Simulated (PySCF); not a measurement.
Job file and geometry (Å, from GFN2-xTB) of an NMR shielding run on `BO/C=C/O[SiH2]CC`, C4H11BO2Si, GIAO PBE0/pcSseg-1 NMR shielding, non-relativistic, gas phase in PySCF; density fitting, a coarse starting grid and PySCF grid level 2 are the driver's defaults:

```
$ OMP_NUM_THREADS=1 python probes_run.py task.json out

{"job": {"kind": "nmr", "xc": "PBE0", "basis": "pcSseg-1"}, "charge": 0, "multiplicity": 1}
B      3.915068     0.790696    -0.568860
O      3.261410    -0.158486     0.091481
C      1.932224    -0.415140    -0.030658
C      1.356009    -1.374946     0.686877
O      0.063774    -1.717701     0.642102
Si    -1.229961    -1.177824    -0.201513
C     -1.745628     0.591143     0.277733
C     -3.080949     1.002162    -0.335899
H      3.377648     1.510899    -1.335116
H      5.060189     0.864250    -0.337371
H      1.371518     0.189447    -0.735321
H      1.933465    -1.971046     1.383009
H     -0.977285    -1.239015    -1.645073
H     -2.188556    -2.177704     0.251539
H     -0.983589     1.313309    -0.026165
H     -1.820079     0.670842     1.365088
H     -3.873237     0.335493    -0.004434
H     -3.345188     2.018315    -0.048428
H     -3.036635     0.954554    -1.421290
```

Q: What does the program print?

A: 
```
coarse grid: 16048 points
cycle   1  E = -623.1177334738  dE =  9.631e-01  |g| = 7.777e-01  |ddm| = 3.793e+00
cycle   2  E = -622.9823576936  dE =  1.354e-01  |g| = 1.160e+00  |ddm| = 1.415e+00
cycle   3  E = -623.2279349905  dE = -2.456e-01  |g| = 1.231e-01  |ddm| = 9.575e-01
cycle   4  E = -623.2305725442  dE = -2.638e-03  |g| = 5.430e-02  |ddm| = 1.329e-01
cycle   5  E = -623.2312488588  dE = -6.763e-04  |g| = 1.788e-02  |ddm| = 5.523e-02
cycle   6  E = -623.2313090740  dE = -6.022e-05  |g| = 6.492e-03  |ddm| = 1.707e-02
cycle   7  E = -623.2313176469  dE = -8.573e-06  |g| = 9.086e-04  |ddm| = 5.388e-03
final grid: 149480 points
cycle   8  E = -623.2983975909  dE = -3.327e-05  |g| = 1.269e-02  |ddm| = 2.631e-02
cycle   9  E = -623.2983615300  dE =  3.606e-05  |g| = 1.898e-02  |ddm| = 1.946e-02
cycle  10  E = -623.2984285973  dE = -6.707e-05  |g| = 1.456e-03  |ddm| = 1.243e-02
cycle  11  E = -623.2984290522  dE = -4.549e-07  |g| = 3.085e-04  |ddm| = 1.414e-03
cycle  12  E = -623.2984290710  dE = -1.882e-08  |g| = 1.392e-04  |ddm| = 3.589e-04
cycle  13  E = -623.2984290750  dE = -3.982e-09  |g| = 4.859e-05  |ddm| = 1.489e-04
cycle  14  E = -623.2984290755  dE = -5.382e-10  |g| = 1.034e-05  |ddm| = 4.406e-05
converged SCF energy = -623.2984290755

GIAO shielding tensors (ppm)
atom      isotropic    diamagn.    paramagn.     s11        s22        s33       span
  0 B       55.894     193.326    -137.432     17.786     48.392    101.504     83.718
  1 O       91.306     390.191    -298.885   -110.531     34.156    350.292    460.823
  2 C       47.019     262.552    -215.533    -30.079     78.906     92.231    122.310
  3 C       40.861     245.693    -204.832    -49.925     65.765    106.743    156.668
  4 O      258.631     396.133    -137.502    198.797    221.024    356.071    157.274
  5 Si     365.934     882.068    -516.135    315.310    363.903    418.588    103.278
  6 C      178.533     257.303     -78.771    168.503    177.830    189.265     20.762
  7 C      180.502     245.043     -64.541    174.210    177.850    189.445     15.235
  8 H       26.422      31.446      -5.023     24.842     26.405     28.019      3.177
  9 H       26.794      28.648      -1.854     26.046     26.631     27.705      1.659
 10 H       24.811      37.940     -13.129     21.745     23.446     29.241      7.496
 11 H       24.461      28.834      -4.374     21.685     24.508     27.188      5.504
 12 H       26.641      31.510      -4.869     23.634     25.695     30.594      6.961
 13 H       26.874      30.433      -3.560     22.641     26.349     31.630      8.989
 14 H       30.480      36.698      -6.218     25.107     29.897     36.436     11.329
 15 H       30.773      33.938      -3.165     25.713     29.833     36.773     11.060
 16 H       30.930      27.832       3.098     26.150     29.041     37.598     11.448
 17 H       30.315      27.713       2.602     25.388     27.782     37.776     12.388
 18 H       31.008      29.342       1.666     26.272     29.283     37.467     11.195
```

Size and cost of the density-fitted run: 198 basis functions, 61 s wall time on 1 thread of an Arm Neoverse N1, shared host; peak memory 0.87 GiB.
